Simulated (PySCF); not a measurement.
C2H9FSi3, SMILES [SiH2]1[Si@H](F)C[C@H]1[SiH3].

Geometry: PBE0-D3(BJ)/def2-SVP. The structure was generated by enumeration; whether it is a known compound was not checked.

Two levels are set side by side: TDA-PBE/def2-SVPD (PySCF) and TDA-LC-ωPBE/def2-SVPD (PySCF). Vertical, same geometry. The lowest singlet is HOMO→LUMO 72 %, HOMO−1→LUMO 26 % with PBE and HOMO→LUMO 76 % with the other functional; states are paired by order. Differences are taken from unrounded values.

```tsv
quantity	TDA-LC-ωPBE
lowest singlet excitation (eV)	6.21
lowest triplet excitation (TDA) (eV)	5.14
first bright state (f over 0.05) (eV)	7.01
its oscillator strength	0.07
```

Q: What does TDA-PBE give, and how far is it from TDA-LC-ωPBE? (Estimate from the structure and the level; the computed values follow.)

A: 
```tsv
quantity	TDA-PBE	TDA-PBE minus TDA-LC-ωPBE
lowest singlet excitation (eV)	5.36	-0.85
lowest triplet excitation (TDA) (eV)	4.72	-0.41
first bright state (f over 0.05) (eV)	6.06	-0.95
its oscillator strength	0.08	0.01
```

A lower first singlet is the usual sign of a functional without exact exchange. Differences between two approximate levels are no errors against the true value.

Rough cost on one machine, each run with all the roots and properties that it gave: TDA-LC-ωPBE against TDA-PBE about 3 times.
